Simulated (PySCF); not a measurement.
Two-component Hartree-Fock for Ni⁺ (nickel, charge +1)

Start: [Ar] 3d8 4s1; 3d3/2 filled at m_j = -1/2, +1/2, +3/2; 3d5/2 filled at m_j = -3/2, -1/2, +1/2, +3/2, +5/2; 4s1/2 filled at m_j = +1/2. Calculated with PySCF 2.14 in x2c-SVPall-2c with one added diffuse shell each of s, d type (6s5p4d1f, 48 functions): generalised Hartree-Fock with the X2C-1e Hamiltonian and a Gaussian nucleus; one run each with spin-orbit coupling (SO) switched off, then screened by Boettger's factors. This is a chosen level, not necessarily the ground level.

| spinor shell | electrons | ε, spin-free (eV) | ε, screened SO (eV) | weight of nominal j (screened SO) | rms radius, screened SO (bohr) |
| --- | --- | --- | --- | --- | --- |
| 1s1/2 | 2 | -8409.1 | -8409.0 | 1.000 | 0.0625 |
| 2s1/2 | 2 | -1059.5 | -1059.5 | 1.000 | 0.265 |
| 2p1/2 | 2 | -909.14 | -921.57 | 0.999 | 0.236 |
| 3s1/2 | 2 | -145.06 | -145.04 | 1.000 | 0.796 |
| 3p1/2 | 2 | -98.890 | -102.74 | 0.804 | 0.846 |
| 3p3/2 | 4 | -98.890 | -96.961 | 0.902 | 0.851 |
| 3d5/2 | 5 | -27.846 | -28.215 | 0.622 | 1.10 |
| 3d3/2 | 3 | -27.846 | -27.239 | 0.643 | 1.10 |
| 4s1/2 | 1 | -16.175 | -16.175 | 1.000 | 2.85 |

Where does 2p3/2 lie, and what is the 2p spin-orbit splitting (screened SO)?

At -903.00 eV, 18.561 eV above 2p1/2.

```tsv
quantity	spin-free	screened SO
E (hartree)	-1518.57947	-1518.60921
M_J	9/2	9/2
⟨J²⟩	24.755	24.755
⟨L²⟩	12.004	12.010
⟨S²⟩	3.751	3.750
```

Each row is a mean over spinors that exchange with the open shell spreads, by up to 10.794 eV (3p3/2).

Rows whose weight is well below 1 are mixtures of j = l ± 1/2: exchange outweighs spin-orbit coupling there, and the label is only the starting occupation.

Without spin-orbit coupling the j labels of p, d and f shells carry no meaning; the spin-free column gives the mean over the occupied spinors of each nl shell.
